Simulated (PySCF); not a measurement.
C₆ coefficients of unlike pairs at UHF

Calculated with PySCF 2.14 from the dipole response of each species, C₆(A,B) = (3/π) ∫ α_A(iu) α_B(iu) du, in atomic units, from isotropic polarisabilities. For ions this is the dispersion term alone; charge-induced terms of lower order in 1/R come first.

| species | configuration | basis | relativity | α (bohr³) | C₆ (like pair) |
| --- | --- | --- | --- | --- | --- |
| O(2+) | [He] 2s2 2p2 (3P) | dyall-av2z (11s7p2d) | none | 1.800 | 2.348 |
| Ti(3+) | [Ar] 3d1 (2D) | aug-cc-pVDZ-DK (7s6p4d2f) | spin-free X2C | 1.998 | 4.778 |
| Si+ | [Ne] 3s2 3p1 (2P) | aug-cc-pV(D+d)Z (5s4p3d) | none | 19.70 | 106.8 |
| Ar(2+) | [Ne] 3s2 3p4 (3P) | dyall-av3z (19s12p3d2f) | spin-free X2C | 4.723 | 16.65 |

Estimate C₆ for Ti(3+) with O(2+).

The integral gives 3.298. The combination rule 2 C_A C_B / (C_A α_B/α_A + C_B α_A/α_B) gives 3.246 and the geometric mean 3.349.

No spin-orbit coupling is included.

The other pairs:

```json
{"pair": "Ar(2+), Si+", "C₆": "37.62"}
{"pair": "Si+, O(2+)", "C₆": "13.94"}
{"pair": "Ar(2+), Ti(3+)", "C₆": "8.671"}
{"pair": "Si+, Ti(3+)", "C₆": "17.78"}
{"pair": "Ar(2+), O(2+)", "C₆": "6.223"}
```
